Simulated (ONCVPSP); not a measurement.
Re (Z = 75): variants of one ONCV potential

Base potential:

ONCVPSP 4.0.1 input, shortened (lines: element, Z, core and valence counts, functional; n l f; lmax; l rc ep ncon nbas qcut; lloc lpopt rc5 dvloc0; l nproj debl; icmod fcfact rcfact), PBE, scalar-relativistic:

```
  Re 75.00    9    5        4      upf
    1    0    2.00
    2    0    2.00
    2    1    6.00
    3    0    2.00
    3    1    6.00
    3    2   10.00
    4    0    2.00
    4    1    6.00
    4    2   10.00
    4    3   14.00
    5    0    2.00
    5    1    6.00
    5    2    5.00
    6    0    2.00
    3
    0    1.50    0.00    4    7    6.70
    1    1.10    0.00    3    7    7.60
    2    1.85    0.00    4    9    4.90
    3    0.90    0.00    4    9   20.50
    4    5    0.70    0.00
    0    2    3.20
    1    2    2.50
    2    2    1.40
    3    1    2.10
    0    0.00    0.00
```

Cutoffs, loose and tight: the cutoffs (Ha) at which the residual kinetic energy of the hardest occupied pseudo-wave falls to 1 and 0.1 mHa per electron. They do not see the model core or the augmentation charge, which bear on the density cutoff. Test errors are all-electron minus pseudo excitation energies from the reference, over the configurations 4f14 5s2 5p6 5d5 6s1; 4f14 5s2 5p6 5d5 6s0; 4f14 5s2 5p6 5d4 6s0; 4f14 5s2 5p6 5d3 6s0. A dash means not determined; rows that change the core or the reference have their own tests.

A true bound ghost makes a file unfit for plane-wave use even where its test errors are small: the radial tests pick states by their node count and pass the ghost by.

```csv
change,outcome,"cutoff, loose","cutoff, tight",bound ghosts,GHOST(+) flags above zero,largest test error (meV)
base,generated,175 Ha,190 Ha,"s, d, p",none,-15
p: qcut 4.8,generated,–,–,"s, d",p,-14
p: qcut 5.6,generated,–,–,"s, d",p,-14
p: qcut 8.1,generated,175 Ha,190 Ha,"s, d, p",none,-15
p: qcut 9.1,generated,175 Ha,190 Ha,"s, d, p",none,-15
p: qcut 10,generated,175 Ha,190 Ha,"s, d, p",none,-15
p: qcut 11,generated,175 Ha,190 Ha,"s, d, p",none,-15
```

(1) What comes out with this change to the base: p: qcut 6.9?

Results:

(1) outcome: generated; cutoff, loose: 175 Ha; cutoff, tight: 190 Ha; bound ghosts: s, d; GHOST(+) flags above zero: p; largest test error (meV): -14.

Reading the sweep of the qcut of the p channel (base included, trends over the rows without a ghost): Bound ghosts are found at 4.8, 5.6, 6.9, 7.6, 8.1, 9.1, 10, 11 1/bohr. Every judged row has one, so this setting neither creates nor removes them.
